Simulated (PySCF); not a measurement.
Species: C₁₀H₁₀Ge.
Atom-mapped SMILES: `[CH:1]1=[CH:2][GeH:3]([c:4]2[cH:5][cH:6][cH:7][cH:8][cH:9]2)[CH:10]=[CH:11]1` (hydrogens: H12 on C1; H13 on C2; H14 on Ge3; H15 on C5; H16 on C6; H17 on C7; H18 on C8; H19 on C9; H20 on C10; H21 on C11)

Cartesian coordinates in Å at the PBE0-D3(BJ)/def2-SVP level; atoms count from 1:
```
atom  x, y, z in Å
C1     2.984    0.500    0.951
C2     2.084   -0.396    1.399
Ge3    1.143   -1.106   -0.152
C4    -0.751   -0.668   -0.197
C5    -1.162    0.666   -0.066
C6    -2.514    0.999   -0.091
C7    -3.477    0.001   -0.250
C8    -3.082   -1.329   -0.383
C9    -1.726   -1.660   -0.356
C10    2.240    0.016   -1.305
C11    3.070    0.722   -0.512
H12    3.648    1.064    1.616
H13    1.946   -0.618    2.459
H14    1.313   -2.622   -0.375
H15   -0.414    1.455    0.059
H16   -2.821    2.043    0.013
H17   -4.537    0.262   -0.270
H18   -3.832   -2.113   -0.508
H19   -1.429   -2.707   -0.463
H20    2.231    0.117   -2.392
H21    3.797    1.444   -0.900
```

Method used: TDDFT CAM-B3LYP/def2-SVPD, vertical, gas phase, core orbitals frozen in the response (PySCF 2.14.0, density-fitted response routines). Relativistic effects, spin–orbit coupling among them, are left out although an element past zinc is present.

Kohn–Sham orbitals with the atoms that hold most of them (Löwdin shares over 4%, at most four atoms; ? is withheld):

| orbital | ε (eV) | atoms |
| --- | --- | --- |
| HOMO-3 | -9.72 | C4 24%, Ge3 18%, C9 7%, C11 7% |
| HOMO-2 | -8.60 | C5 20%, C8 20%, C6 20%, C9 20% |
| HOMO-1 | -8.51 | C4 20%, C7 20%, C9 10%, C6 9% |
| HOMO | -7.92 | ? |
| LUMO | -0.32 | ? |
| LUMO+1 | 0.45 | C4 19%, C7 18%, C5 14%, C8 12% |
| LUMO+2 | 0.72 | C6 20%, C9 20%, C8 14%, C5 13% |

Task: Which atoms hold the HOMO, and with what shares?

Result: C2 (bonded to C, Ge and H) 24%; C10 (bonded to C, Ge and H) 24%; C1 (bonded to 2 C and H) 17%; C11 (bonded to 2 C and H) 17%.

Task: Which atoms hold the LUMO, and with what shares?

Result: C2 (bonded to C, Ge and H) 19%; C10 (bonded to C, Ge and H) 19%; C11 (bonded to 2 C and H) 18%; C1 (bonded to 2 C and H) 18%.

Task: The HOMO–LUMO gap is 7.60 eV. Where does the response calculation put the lowest singlet, and from which orbitals?

Result: S1 is at 4.50 eV (f = 0.049), 3.10 eV below the gap, made of HOMO→LUMO (95%). Without the coupling terms of the response equations the lowest excitation would equal the gap.

Task: One configuration dominates each of S1 and S7. Which, and how do the shares of the two leading atoms of either orbital change from the occupied to the empty one?

Result: 
- S1 (4.50 eV, f 0.049), HOMO→LUMO (95%): C2 24% → 19%, C10 24% → 19%
- S7 (6.20 eV, f 0.0006), HOMO-2→LUMO (96%): C5 20% → at most 19%, C8 20% → at most 19%, C2 at most 20% → 19%, C10 at most 20% → 19%

One conformer stands for the species.
